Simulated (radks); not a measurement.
Pm+, configuration [Xe] 4f5 6s1.

Calculated with a radial shooting solver on a logarithmic mesh with Libxc functionals: Dirac Kohn-Sham, LDA (Slater exchange, Perdew-Wang correlation), spin-unpolarised, spherical densities, point nucleus; open shells are shared between the two j in proportion to 2j + 1; speed of light set to 102.777 atomic units (0.75 times the physical value, a model run).

Energy parts (hartree):
part                       energy
total                 -10369.5539
kinetic                12128.8210
electron-nucleus      -26226.2404
Hartree                 3958.4965
exchange-correlation    -230.6310

Orbitals (lengths in bohr, moments of r in powers of bohr):
orbital	occ.	eigenvalue (hartree)	<r>
1s1/2	2	-1736.393	0.02172
2s1/2	2	-290.6669	0.09196
2p1/2	2	-274.8324	0.07596
2p3/2	4	-233.8649	0.08810
3s1/2	2	-63.71250	0.2469
3p1/2	2	-57.07884	0.2364
3p3/2	4	-48.78054	0.2602
3d3/2	4	-37.96621	0.2317
3d5/2	6	-36.37124	0.2388
4s1/2	2	-13.03384	0.5650
4p1/2	2	-10.52215	0.5786
4p3/2	4	-8.68674	0.6327
4d3/2	4	-4.82401	0.6793
4d5/2	6	-4.53678	0.6979
5s1/2	2	-1.95761	1.364
5p1/2	2	-1.27236	1.537
5p3/2	4	-1.02114	1.715
6s1/2	1	-0.33478	3.722
4f5/2	2.14286	-0.25263	1.105
4f7/2	2.85714	-0.22473	1.151

The highest occupied level is 4f7/2 at -6.115 eV. The density falls to 0.001 e/bohr^3 at r = 4.52 bohr.
